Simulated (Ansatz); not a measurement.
Mg7O7⁻. Total charge -1; doublet. Geometry PBE-D4/def2-SVP; atoms count from 1.

```xyz
14

Mg    0.259    0.955   -0.514
Mg    0.257   -0.342    1.897
Mg   -0.605    0.168   -3.264
Mg   -0.809   -2.942    1.395
Mg    1.432    3.301    1.106
Mg    0.847    3.475   -2.085
Mg   -1.035   -2.099   -1.326
O    -0.141   -1.923    2.814
O     0.074    1.742    1.456
O    -1.387   -3.605   -0.254
O    -1.012   -0.536    0.110
O     0.440   -1.072   -0.203
O     1.529    1.201    1.164
O     0.151    1.678   -2.296
```

The structure holds 2 bond(s) between oxygen atoms. Another isomer (doublet) lies 7.93 eV lower at PBE0-D4/def2-SVP; other spin states weren't run for this one.

Estimate the Mulliken populations from the PBE0/def2-SVP orbitals of Ansatz.


```tsv
atom	charge (e)	spin (α − β)
Mg1	1.18	0.02
Mg2	0.80	0.00
Mg3	0.02	-0.01
Mg4	0.64	0.00
Mg5	0.14	0.51
Mg6	0.07	0.47
Mg7	0.63	0.01
O8	-0.79	0.00
O9	-0.50	0.00
O10	-0.79	0.00
O11	-0.50	0.00
O12	-0.49	0.00
O13	-0.51	0.00
O14	-0.91	0.01
```
Mulliken values depend strongly on the basis.

Where does the spin sit?

Summed by element: Mg 0.99, O 0.01, of 1 unpaired in all. Largest on single atoms: Mg5 0.51, Mg6 0.47, Mg1 0.02.

And the Mayer bond orders between heavy atoms (over 0.3)?

Mg1–O11 0.32 (2.06 Å); Mg1–O12 0.33 (2.06 Å); Mg1–O14 0.53 (1.93 Å); Mg2–O8 0.99 (1.87 Å); Mg2–O13 0.30 (2.13 Å); Mg3–Mg7 0.67 (3.01 Å); Mg3–O14 0.65 (1.95 Å); Mg4–O8 1.07 (1.87 Å); Mg4–O10 1.11 (1.87 Å); Mg5–Mg6 0.65 (3.25 Å); Mg5–O9 0.32 (2.10 Å); Mg5–O13 0.32 (2.10 Å); Mg6–O14 0.65 (1.94 Å); Mg7–O10 0.93 (1.88 Å); Mg7–O12 0.30 (2.12 Å); O9–O13 0.89 (1.58 Å); O11–O12 0.89 (1.58 Å).
